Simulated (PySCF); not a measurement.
# Dipole response of Ni⁺ (nickel, charge +1)

[Ar] 3d8 4s1, high-spin 4F determinant (an excited configuration). All numbers are calculated (PySCF 2.14, the spin-free X2C one-electron Hamiltonian (Gaussian nucleus), in x2c-TZVPPall with one added diffuse shell each of s, p, d, f type (7s6p5d3f1g, 80 functions)). Coupled (time-dependent) response in atomic units; α is the mean over directions.

| method | mean α (bohr³) | C₆ (like pair) | S(−4) |
| --- | --- | --- | --- |
| UHF | 28.38 | 134.1 | 760.3 |
| PBE | 20.30 | 93.28 | 323.3 |
| PBE0 | 21.79 | 99.92 | 393.1 |

S(−4) is the Cauchy moment in α(ω) = α(0) + S(−4) ω² + …

α(iu) at UHF:

```json
{"u (hartree)": "0", "α(iu) (bohr³)": "28.38"}
{"u (hartree)": "0.0500", "α(iu) (bohr³)": "26.62"}
{"u (hartree)": "0.100", "α(iu) (bohr³)": "22.54"}
{"u (hartree)": "0.200", "α(iu) (bohr³)": "14.54"}
{"u (hartree)": "0.300", "α(iu) (bohr³)": "9.759"}
{"u (hartree)": "0.500", "α(iu) (bohr³)": "5.516"}
{"u (hartree)": "0.750", "α(iu) (bohr³)": "3.505"}
{"u (hartree)": "1.00", "α(iu) (bohr³)": "2.561"}
{"u (hartree)": "1.50", "α(iu) (bohr³)": "1.648"}
{"u (hartree)": "2.00", "α(iu) (bohr³)": "1.196"}
{"u (hartree)": "3.00", "α(iu) (bohr³)": "0.7428"}
{"u (hartree)": "5.00", "α(iu) (bohr³)": "0.3790"}
```

A single London oscillator, α(iu) = α/(1 + u²/ω²), gives C₆ = (3/4) ω α². Matching the computed C₆ needs ω = 4 × 134.1 / (3 × 28.38²) = 0.222 hartree.

For an ion, C₆ is the dispersion term alone; charge-induced terms of lower order in 1/R come first.
